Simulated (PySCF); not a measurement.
Level of theory: TPSSh-D3(BJ)/def2-TZVP // CAM-B3LYP-D3(BJ)/def2-TZVP in PySCF. Gas-phase values, no solvent. One relaxed conformer stands for a flexible species; it need not be the lowest. Delta-SCF ions had no search for a lower state. Excitations are Tamm–Dancoff values on a coarser integration grid. The basis has no diffuse functions, so Rydberg states are missing or too high.

Reference species (SMILES): `[Al]([CH3])([CH3])[SH]` (C–Al–S–H torsion 179°) (neutral, multiplicity 1).

```json
{
  "LUMO": "-0.76 eV",
  "vertical ionisation energy (Delta-SCF)": "9.43 eV",
  "HOMO": "-6.83 eV",
  "T1 excitation (TDA)": "5.09 eV"
}
```

Changed species: `[Al]([CH3])([CH3])[CH3]` (0 of 3 CH3 replaced by SH; the reference has 1 of 3 CH3 replaced by SH).

Q: Give the shifts of the LUMO, vertical ionisation energy (Delta-SCF), HOMO and T1 excitation (TDA).

A: the LUMO rises by 0.12 eV, to -0.64 eV; the vertical ionisation energy (Delta-SCF) falls by 0.04 eV, to 9.39 eV; the HOMO falls by 0.04 eV, to -6.87 eV; the T1 excitation (TDA) rises by 0.24 eV, to 5.33 eV.
